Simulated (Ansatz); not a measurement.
Computed with Ansatz.

A structure relaxed at PBE0-D4/def2-TZVP, charge 0, multiplicity 1:

```xyz
13

C     2.031    0.266   -0.245
C     1.348   -0.358   -1.201
Si   -0.418   -0.880   -1.041
O    -0.999   -0.459    0.442
Si   -1.555    0.582    1.518
F    -0.344    1.224    2.312
F    -2.305    1.775    0.797
H     1.587    0.513    0.715
H     3.068    0.561   -0.379
H     1.857   -0.575   -2.140
H    -1.254   -0.236   -2.087
H    -0.552   -2.353   -1.161
H    -2.463   -0.060    2.470
```

(1) Give its formula and SMILES.

(2) Point group (tolerance 0.08 Å, 0.16 Å for H)?

(3) Summarise the bond lengths by kind.

## Answers

(1) C2H6F2OSi2, `C=C[SiH2]O[SiH](F)F`.

(2) C1.

(3) 1 × C–C 1.330 Å; 3 × C–H 1.086 to 1.090 Å; 1 × C–Si 1.849 Å; 2 × O–Si 1.597 to 1.647 Å; 3 × H–Si 1.464 to 1.486 Å; 2 × F–Si 1.582 to 1.584 Å.
